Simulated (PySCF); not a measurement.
# Working out the excitation energy of Ne(2+)

Ne(2+) [He] 2s2 2p4 (3P) → Ne(2+) [He] 2s1 2p5 (3P). All numbers are calculated (PySCF 2.14, no relativity, point nucleus, in aug-cc-pVTZ (5s4p3d2f, 46 functions)). Frozen: 1s2. Energies in hartree (1 hartree = 27.21139 eV):

```json
{"part": "UHF", "Ne(2+) (lower)": "-126.366558", "Ne(2+) (upper)": "-125.391055"}
{"part": "CCSD correlation", "Ne(2+) (lower)": "-0.159253", "Ne(2+) (upper)": "-0.202951"}
{"part": "(T)", "Ne(2+) (lower)": "-0.001550", "Ne(2+) (upper)": "-0.003317"}
```

Question: What does Hartree-Fock give?

Answer: (-125.391055) − (-126.366558) = 0.975503 hartree = 26.545 eV.

Question: What do CCSD and CCSD(T) give?

Answer: The CCSD correlation energies differ by -0.043698 hartree = -1.189 eV and the triples by -0.001767 hartree = -0.048 eV, so CCSD gives 25.356 eV and CCSD(T) 25.308 eV.
